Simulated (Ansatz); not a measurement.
## A correction line for MP2/def2-TZVPP: vertical ionisation energy

The vertical ionisation energy (cation less neutral) in eV of 8 molecular compounds of Si: x at MP2/def2-TZVPP, y at CCSD(T)/def2-TZVPP. Shapes, held fixed at every level: PBE0-D4/def2-TZVP. Flexible molecules stand in one conformer, not always the lowest. Programs: Ansatz 0.2.0.

| molecule | x (eV) | y (eV) |
| --- | --- | --- |
| C6H14N2Si (SMILES C=C[Si](N)(C=C)N(C)C) | 8.37 | 8.08 |
| Si(SeH)4 | 9.39 | 9.21 |
| SiH2(SiH3)F | 10.72 | ? |
| C3H10O2Si (SMILES CCO[SiH2]OC) | 11.21 | 10.67 |
| C2H3FSi (SMILES C#C[SiH2]F) | 11.52 | 11.23 |
| SiH2(CH3)F | 12.00 | 11.87 |
| C2H5F3OSi (SMILES C[SiH2]OC(F)(F)F) | 12.05 | 11.81 |
| SiH(OH)F2 | 13.68 | 13.40 |

Question: Fit y = c + s·x to the known rows and predict y for SiH2(SiH3)F.

Answer: 
1. Means of the 7 rows: x = 11.1743, y = 10.896.
2. Σ(Δx)² = 18.896, Σ(Δx·Δy) = 18.892, so the slope is 18.892/18.896 = 0.99979.
3. Intercept: 10.896 − (0.99979) × 11.1743 = -0.276. The largest residual of the fit is 0.26.
4. SiH2(SiH3)F: -0.276 + 0.99979 × 10.72 = 10.44 eV.

CCSD(T)/def2-TZVPP gives 10.72 eV, so the prediction is off by -0.28 eV, about the largest residual. Uncorrected, MP2/def2-TZVPP misses SiH2(SiH3)F by 0.00 eV, and the other rows by 0.28 on average. The line makes this one worse. Left out in turn, the other rows are missed by 0.10 eV on average, so the withheld one doesn't follow the line. Cations run unrestricted. Relativity is left out for Se. Outer-core shells of Se are correlated, in sets that cover them unevenly.
